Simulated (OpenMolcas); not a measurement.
3s2 3p2 along the 14-electron sequence

| Item | Value |
| --- | --- |
| Program | OpenMolcas |
| Method | SS-RASPT2, IPEA 0.25 Eh, imaginary shift 0.1 Eh |
| Basis | ANO-RCC-VQZP |
| Scalar Hamiltonian | DKH2, point nucleus |
| Spin-orbit coupling | state interaction with AMFI integrals over the reference wave functions, term energies averaged over their components |

Active space for each ion: 4 electrons in 9 orbitals (RAS2 3s 3p; RAS3 3d, at most 2 electrons); closed shells correlated by CASPT2: 2s 2p.

Computed levels in cm-1 above 3P0:

```tsv
Level	Si	P+	S2+	Cl3+	Ar4+
3P1	67.2	143	259	428	672
3P2	196	412	731	1186	1814
1D2	6230	8910	11390	13850	16330
1S0	15480	21600	27390	32890	38200
weight of 3P in the lowest level (%)	100	100	100	100	100
```

Measured, with the error of the calculation in %. Measured levels: Si, P+ from NIST Handbook of Basic Atomic Spectroscopic Data; S2+ from NIST levels in Podobedova, Kelleher and Wiese, J. Phys. Chem. Ref. Data 38, 171 (2009); Cl3+ from Moore, Atomic Energy Levels, vol. I, NSRDS-NBS 35 (1971 reprint of NBS Circular 467, 1949); Ar4+ from Saloman, J. Phys. Chem. Ref. Data 39, 033101 (2010).

```json
{"Level": "3P1", "Si": "77.1 (-12.8)", "P+": "165 (-13.1)", "S2+": "299 (-13.4)", "Cl3+": "491 (-12.8)", "Ar4+": "763 (-12.0)"}
{"Level": "3P2", "Si": "223 (-12.2)", "P+": "469 (-12.2)", "S2+": "833 (-12.3)", "Cl3+": "1341 (-11.6)", "Ar4+": "2029 (-10.6)"}
{"Level": "1D2", "Si": "6299 (-1.1)", "P+": "8882 (+0.3)", "S2+": "11323 (+0.6)", "Cl3+": "13766 (+0.6)", "Ar4+": "16299 (+0.2)"}
{"Level": "1S0", "Si": "15394 (+0.6)", "P+": "21576 (+0.1)", "S2+": "27161 (+0.8)", "Cl3+": "32550 (+1.0)", "Ar4+": "37912 (+0.8)"}
```

The fine-structure level 3P2 changes by a factor of 9.26 from Si to Ar4+. Its fourth root runs 3.74, 4.51, 5.20, 5.87, 6.53, with steps per unit of Z of 0.76, 0.69, 0.67, 0.66; equal steps would mean a (Z - σ)^4 law with constant σ.

1D2 changes by a factor of 2.62 over the same range, with steps per unit of Z of +2680, +2480, +2460, +2480 cm-1.

CASPT2 breaks the degeneracy within a term, and the mean is taken; among the terms shown or strongly mixed into the levels shown the widest spread is 19 cm-1 (3s2 3p2 1D, Si). Over all roots computed the reference weight is 0.94 to 0.99 in P+; the roots of lowest weight are the least certain, and an intruder state may touch them. The run also gave levels led by 3s2 3p 3d, which use shells meant for correlation; these and all levels above them are left out (holds for Si). The run also gave levels led by 3s 3p2 3d, 3s2 3p 3d, which use shells meant for correlation; these and all levels above them are left out (holds for P+; S2+). Active for correlation alone: 3d; no level in the range computed is led by a configuration that fills it, so any true level of that kind is missing (holds for Cl3+; Ar4+). Computed and measured levels are paired by configuration, term and J; levels that our copy of the source lacks, or whose pairing is in doubt (as where it misses far off the trend of its configuration), stay unpaired and out of the deviations. Only configurations of the active space appear.
